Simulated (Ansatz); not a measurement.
Isolated molecules relaxed with PBE0-D4/def2-TZVP in Ansatz; ΔE leaves out vibrations. CCSD(T)/CBS adds triple-zeta CCSD(T) − MP2 to the extrapolated MP2 energy (def2 sets, frozen cores). DFT in def2-TZVPP. B3LYP here is the variant with VWN-RPA as its local correlation; programs differ in this. HSE06 is defined as in plane-wave codes. def2 core potentials past Kr. For W outer-core shells are correlated without core-valence functions, which leaves a few kJ/mol of doubt a bond. Each species was taken in one conformer, which may not be the lowest.

`N[SiH2]B(N)O` + `[S]=[W](=[S])([Cl])[Cl]` → `NB(O)[SiH2]Cl` + `[NH2][W](=[S])(=[S])[Cl]`  (redistribution)

```json
{"level": "LDA (SPW92)", "ΔE (kJ/mol)": "-21.5", "difference from CCSD(T)/CBS": "-0.3"}
{"level": "PBE-D4", "ΔE (kJ/mol)": "-21.8", "difference from CCSD(T)/CBS": "-0.6"}
{"level": "revPBE-D4", "ΔE (kJ/mol)": "-22.0", "difference from CCSD(T)/CBS": "-0.8"}
{"level": "BLYP-D4", "ΔE (kJ/mol)": "-19.5", "difference from CCSD(T)/CBS": "1.7"}
{"level": "r2SCAN-D4", "ΔE (kJ/mol)": "-21.4", "difference from CCSD(T)/CBS": "-0.2"}
{"level": "PBE0-D4", "ΔE (kJ/mol)": "-23.5", "difference from CCSD(T)/CBS": "-2.3"}
{"level": "B3LYP-D4", "ΔE (kJ/mol)": "-20.8", "difference from CCSD(T)/CBS": "0.4"}
{"level": "r2SCANh-D4", "ΔE (kJ/mol)": "-22.0", "difference from CCSD(T)/CBS": "-0.8"}
{"level": "r2SCAN0-D4", "ΔE (kJ/mol)": "-22.9", "difference from CCSD(T)/CBS": "-1.7"}
{"level": "HSE06-D4", "ΔE (kJ/mol)": "-23.2", "difference from CCSD(T)/CBS": "-2.0"}
{"level": "BHLYP-D4", "ΔE (kJ/mol)": "-22.1", "difference from CCSD(T)/CBS": "-0.9"}
{"level": "CAM-B3LYP-D4", "ΔE (kJ/mol)": "-24.2", "difference from CCSD(T)/CBS": "-3.0"}
{"level": "ωB97X-V", "ΔE (kJ/mol)": "-27.7", "difference from CCSD(T)/CBS": "-6.5"}
{"level": "ωB97M-V", "ΔE (kJ/mol)": "-24.9", "difference from CCSD(T)/CBS": "-3.7"}
{"level": "B2PLYP", "ΔE (kJ/mol)": "-14.5", "difference from CCSD(T)/CBS": "6.7"}
{"level": "PBE-QIDH", "ΔE (kJ/mol)": "-16.9", "difference from CCSD(T)/CBS": "4.3"}
{"level": "PBE", "ΔE (kJ/mol)": "-21.7", "difference from CCSD(T)/CBS": "-0.5"}
{"level": "revPBE", "ΔE (kJ/mol)": "-21.9", "difference from CCSD(T)/CBS": "-0.7"}
{"level": "BLYP", "ΔE (kJ/mol)": "-19.2", "difference from CCSD(T)/CBS": "2.0"}
{"level": "B3LYP", "ΔE (kJ/mol)": "-20.7", "difference from CCSD(T)/CBS": "0.5"}
{"level": "r2SCANh", "ΔE (kJ/mol)": "-21.9", "difference from CCSD(T)/CBS": "-0.7"}
{"level": "r2SCAN0", "ΔE (kJ/mol)": "-22.8", "difference from CCSD(T)/CBS": "-1.6"}
{"level": "HSE06", "ΔE (kJ/mol)": "-23.1", "difference from CCSD(T)/CBS": "-1.9"}
{"level": "BHLYP", "ΔE (kJ/mol)": "-22.7", "difference from CCSD(T)/CBS": "-1.5"}
{"level": "CAM-B3LYP", "ΔE (kJ/mol)": "-24.2", "difference from CCSD(T)/CBS": "-3.0"}
{"level": "LC-ωPBE", "ΔE (kJ/mol)": "-29.7", "difference from CCSD(T)/CBS": "-8.5"}
{"level": "RPA@PBE/def2-TZVPP", "ΔE (kJ/mol)": "-18.8", "difference from CCSD(T)/CBS": "2.4"}
{"level": "HF/def2-SVP", "ΔE (kJ/mol)": "-34.9", "difference from CCSD(T)/CBS": "-13.7"}
{"level": "CCSD/def2-SVP", "ΔE (kJ/mol)": "-28.6", "difference from CCSD(T)/CBS": "-7.4"}
{"level": "CCSD(T)/def2-SVP", "ΔE (kJ/mol)": "-26.3", "difference from CCSD(T)/CBS": "-5.1"}
{"level": "HF/def2-TZVPP", "ΔE (kJ/mol)": "-28.6", "difference from CCSD(T)/CBS": "-7.4"}
{"level": "MP2/def2-TZVPP", "ΔE (kJ/mol)": "-4.9", "difference from CCSD(T)/CBS": "16.3"}
{"level": "SCS-MP2/def2-TZVPP", "ΔE (kJ/mol)": "-9.0", "difference from CCSD(T)/CBS": "12.2"}
{"level": "CCSD/def2-TZVPP", "ΔE (kJ/mol)": "-23.6", "difference from CCSD(T)/CBS": "-2.4"}
{"level": "CCSD(T)/def2-TZVPP", "ΔE (kJ/mol)": "-20.3", "difference from CCSD(T)/CBS": "0.9"}
{"level": "HF/def2-QZVPP", "ΔE (kJ/mol)": "-27.2", "difference from CCSD(T)/CBS": "-6.0"}
{"level": "MP2/def2-QZVPP", "ΔE (kJ/mol)": "-5.0", "difference from CCSD(T)/CBS": "16.2"}
{"level": "HF/CBS(def2)", "ΔE (kJ/mol)": "-27.0", "difference from CCSD(T)/CBS": "-5.8"}
{"level": "MP2/CBS(def2)", "ΔE (kJ/mol)": "-5.9", "difference from CCSD(T)/CBS": "15.3"}
{"level": "CCSD/CBS(def2)", "ΔE (kJ/mol)": "-24.5", "difference from CCSD(T)/CBS": "-3.3"}
{"level": "CCSD(T)/CBS", "ΔE (kJ/mol)": "-21.2", "difference from CCSD(T)/CBS": "0"}
```

Largest T1 diagnostic among the species: 0.022, so the coupled-cluster value is less sure than usual.

In def2-TZVPP, CCSD(T) changes the Hartree–Fock value by +8.4 kJ/mol (the triples alone add +3.3 kJ/mol) and MP2 by +23.7 kJ/mol. Leaving LDA and LC-ωPBE aside and taking each functional with its dispersion term where it has one, the values spread over 13.1 kJ/mol, from ωB97X-V to B2PLYP. From BLYP to BHLYP (50 % exact exchange), in def2-TZVPP and without D4, ΔE moves by −3.5 kJ/mol.

CCSD(T)/CBS has its own doubt, a few kJ/mol and more with outer-core shells, so smaller differences from it don't rank the levels.
